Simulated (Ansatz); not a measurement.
The cluster Ga₄As₄⁻, relaxed as a doublet with UKS r2SCAN-D4/def2-SVP in Ansatz, starting from the GFN1-xTB geometry. Force threshold 0.03 eV/Å.

The structure comes from a short search, and lower isomers may exist.

Start:

```xyz
8

Ga    1.547    1.229   -1.871
Ga   -2.187    1.483    1.156
Ga   -0.121   -1.882   -1.508
Ga    1.098    0.227    0.835
As   -0.456    0.019    2.602
As    2.381   -0.973   -0.827
As   -0.746    0.886   -0.967
As   -1.517   -0.988    0.580
```

(1) Estimate the energy that the relaxation releases and the steps that it takes.

(2) Does the start keep its bonding and symmetry?

(3) Predict the relaxed structure.

Answers

(1) 6.5 kcal/mol, in 9 steps; 80 s on 6 threads of Intel Xeon Platinum 8488C on a shared host. No frequencies were taken in this run, so the end may be a saddle point.

(2) By distances, no bond broke or formed. The bond that changes most is Ga2–As8, from 2.62 to 2.88 Å (atoms count from 1).

(3) 
```csv
atom,x (Å),y (Å),z (Å)
Ga1,1.5236,1.2579,-1.9115
Ga2,-1.8205,1.7341,1.2679
Ga3,0.1721,-1.9677,-1.3986
Ga4,0.8468,0.1106,0.6812
As5,-0.5414,-0.1001,2.6134
As6,2.4428,-0.8478,-0.7814
As7,-0.9903,0.8558,-1.0158
As8,-1.6331,-1.0428,0.5448
```
Bond lengths (bridged metal pairs left out): 11 × As–Ga 2.37 to 2.88 Å; 2 × As–As 2.52 to 2.54 Å.
